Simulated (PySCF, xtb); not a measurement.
C3H5BO, SMILES C1C=CB1O.

Coordinates come from a B3LYP-D3(BJ)/def2-SVP optimisation. The structure was generated by enumeration, and PubChem lists no compound with its InChIKey, so it may never have been made. The values are those of a single conformer.

These are IEF-PCM-M06-2X/def2-SVP (PySCF) values and carry that method's errors.

The values are the electrostatic part of the solvation free energy, E(continuum) − E(gas) at the gas-phase geometry, in a cavity of scaled van der Waals radii (PySCF's table); cavitation and dispersion terms are not included. In vacuum the orbital gap is 9.19 eV. The dipole moment in vacuum is 1.50 D.

```csv
solvent,ε,ΔG(elec) (kcal/mol),dipole (D),gap (eV)
water,78.36,-4.3,1.92,9.18
acetonitrile,35.69,-4.2,1.91,9.18
diethylether,4.24,-2.9,1.76,9.18
```

For comparison, GFN2-xTB/ALPB(water) (xtb, at the GFN2-xTB geometry, all terms of that model) gives -5.0 kcal/mol.
